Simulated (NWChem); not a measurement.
System: SnH$_{2}$Cl$_{2}$; SMILES [Cl][SnH2][Cl]

The following NWChem deck was run.

```
start job
memory heap 200 mb stack 900 mb global 1100 mb
geometry units angstroms noautosym nocenter noautoz
  Sn     0.000000     0.000000    -0.571460
  Cl    -1.883717     0.000000     0.822973
  Cl     1.883717     0.000000     0.822973
  H      0.000000     1.463662    -1.439096
  H      0.000000    -1.463662    -1.439096
end
basis spherical
  * library def2-svpd
end
ecp
  Sn library def2-ecp
end
dft
  xc pbe0
  iterations 150
end
property
  response 1 0.0428
end
task dft property
```

The geometry was optimised at PBE0/def2-SVP. def2 effective core potentials on Sn; no spin-orbit coupling.

Field at 1065 nm.

**Question.** Give the results of this calculation. (PBE0/def2-SVPD with def2 effective core potentials on Sn.) Quantities: isotropic polarisability (bohr³); anisotropy (bohr³).

**Answer.** The isotropic polarisability (bohr³) is 68.5. The anisotropy (bohr³) is 17.4.
